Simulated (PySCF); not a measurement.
# Radial density of K (potassium, neutral)

UHF, [Ar] 3d1, 2D determinant (an excited configuration). Calculation: PySCF 2.14, in x2c-TZVPPall; scalar relativity by spin-free X2C-1e.

```tsv
r (bohr)	4πr²ρ (e/bohr)	4πr²(ρα − ρβ)
0.00163	0.1759	0.0000
0.00274	0.4543	0.0000
0.00462	1.152	0.0000
0.00777	2.797	0.0000
0.0131	6.291	-0.0001
0.0220	12.40	-0.0002
0.0370	19.67	-0.0003
0.0622	22.01	-0.0006
0.105	16.93	-0.0017
0.176	18.01	-0.0039
0.296	22.63	-0.0030
0.498	10.17	0.0002
0.837	5.612	-0.0071
1.41	5.714	0.0196
2.37	1.163	0.0623
3.98	0.2287	0.1996
6.70	0.1484	0.1484
11.3	0.0004717	0.0005
```

Densities and radii are taken from the X2C orbitals without a picture-change correction, which distorts them close to the nucleus.

Question: Where is the radial spin density 4πr²(ρα − ρβ) most negative, and why is it negative at all?

Answer: Around r = 0.837 bohr, down to -0.0071 e/bohr: exchange with the open shell polarises the paired shells in an unrestricted calculation.
